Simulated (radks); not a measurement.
Results of a calculation; reference values are marked as such.
Orbital eigenvalues (eV) of the platinum ion Pt3+, [Xe] 4f14 5d7, of relativity; Dirac values are averaged over j with weights 2j + 1. Spin-unpolarised spherical Kohn-Sham, PBEsol, point nucleus unless stated (finite: rms radius 5.427 fm), a radial shooting solver on a logarithmic mesh with Libxc functionals. A level marked "c x" has the speed of light scaled by that factor and shares open shells by 2j + 1; other Dirac levels either fill j = l - 1/2 first or share by 2j + 1.

shell       non-rel.
3s           -2792.0
3p           -2574.6
3d           -2168.6
4s           -610.43
4p           -517.23
4d           -346.09
4f           -117.73
5s           -114.88
5p           -85.547
5d           -39.776
6s (empty)   -28.702
6p (empty)   -22.089

Give the values at the level "Dirac, c x 0.85".

Answer. 
shell       Dirac, c x 0.85  change of magnitude (%)
3s                  -3508.4                   +25.66
3p                  -2839.7                   +10.30
3d                  -2141.1                    -1.27
4s                  -791.46                   +29.66
4p                  -580.62                   +12.25
4d                  -339.07                    -2.03
4f                  -100.45                   -14.68
5s                  -148.79                   +29.52
5p                  -95.033                   +11.09
5d                  -38.427                    -3.39
6s (empty)          -34.281                   +19.44
6p (empty)          -23.660                    +7.11
